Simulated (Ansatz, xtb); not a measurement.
GeH3NOSi: which of two structures lies lower

Structure a: a singlet given by its coordinates. Structure b: a singlet given by its coordinates. Both are isolated molecules in the gas phase, relaxed with B3LYP-D3(BJ)/def2-SVP.

a (Å):

```csv
atom,x (Å),y (Å),z (Å)
Ge,-1.9648,0.2907,-0.6843
N,-1.2492,-1.4447,-0.7943
O,1.6194,-1.1064,-1.1807
Si,0.3693,-1.9773,-1.0183
H,-1.9399,-2.1919,-0.7060
H,0.3672,-3.4641,-1.0303
H,-0.5352,0.9733,-0.8743
```

Close contacts (Å): Ge1–N2 1.88, N2–Si4 1.72, O3–Si4 1.53, Ge1–H7 1.60, N2–H5 1.02, Si4–H6 1.49.

b (Å):

```xyz
7

Ge   -0.0687    0.3201   -0.3464
N    -0.5786   -1.0903   -1.8794
O    -0.7351   -1.3840    0.6368
Si   -1.0626   -2.1401   -0.7253
H    -0.5865   -1.0412   -2.8911
H    -1.7391   -3.4534   -0.8056
H     1.4627   -0.1787   -0.2999
```

Close contacts (Å): Ge1–N2 2.14, Ge1–O3 2.08, N2–Si4 1.63, O3–Si4 1.59, Ge1–H7 1.61, N2–H5 1.01, Si4–H6 1.48.

Q: Estimate E(b) − E(a) at the level CCSD(T)/def2-TZVP.

A: Calculated at CCSD(T)/def2-TZVP: E(b) − E(a) = −3.0 kcal/mol, so structure b lies lower.

How the difference moves with the method:

| level | geometry | E(b) − E(a) (kcal/mol) | departure from the last row (kcal/mol) | job, with rough time for the two |
| --- | --- | --- | --- | --- |
| B3LYP-D3(BJ)/def2-SVP | B3LYP-D3(BJ)/def2-SVP | −1.4 | +1.7 | optimisation, 45 s |
| HF/def2-TZVP | B3LYP-D3(BJ)/def2-SVP | 0.0 | +3.1 | part of the CCSD(T) run |
| MP2/def2-TZVP | B3LYP-D3(BJ)/def2-SVP | −3.2 | −0.2 | part of the CCSD(T) run |
| CCSD(T)/def2-TZVP | B3LYP-D3(BJ)/def2-SVP | −3.0 |  | single point, 2.2 min |

HF/def2-TZVP finds them nearly level. The largest departure from CCSD(T)/def2-TZVP is that of HF/def2-TZVP, 3.1 kcal/mol. Levels run at GFN2-xTB geometries aren't shown.

With harmonic frequencies from B3LYP-D3(BJ)/def2-SVP (ideal gas, rigid rotor, one conformer each, 400 K, 1 atm): the zero-point term adds −0.3 kcal/mol; ΔH is −3.6 and ΔG −2.2 kcal/mol.

The correlated steps freeze 16 core orbitals; the filled d shell of Ge is correlated, in a basis made for valence electrons. Mirror images aren't counted in ΔG. Programs: Ansatz 0.2.0; the last row on 2 threads of AMD EPYC 7R43 64-Core Processor (Zen 3) on a shared host.
